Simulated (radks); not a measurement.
The numbers below are computed, except where a source is named.
Problem. Mean orbital radii <r> (bohr) of neutral argon, [Ar], of relativity; Dirac values are averaged over j with weights 2j + 1. Spin-unpolarised spherical Kohn-Sham, PBE, point nucleus unless stated (finite: rms radius 3.4274 fm), a radial shooting solver on a logarithmic mesh with Libxc functionals. A level marked "c x" has the speed of light scaled by that factor and shares open shells by 2j + 1; other Dirac levels either fill j = l - 1/2 first or share by 2j + 1.

shell  non-rel.
1s      0.08620
2s       0.4163
2p       0.3774
3s        1.413
3p        1.665

Give the values at the level "Dirac, c x 0.85".

Solution. 
shell  Dirac, c x 0.85  change of magnitude (%)
1s             0.08554                    -0.77
2s              0.4130                    -0.79
2p              0.3764                    -0.28
3s               1.404                    -0.64
3p               1.664                    -0.04
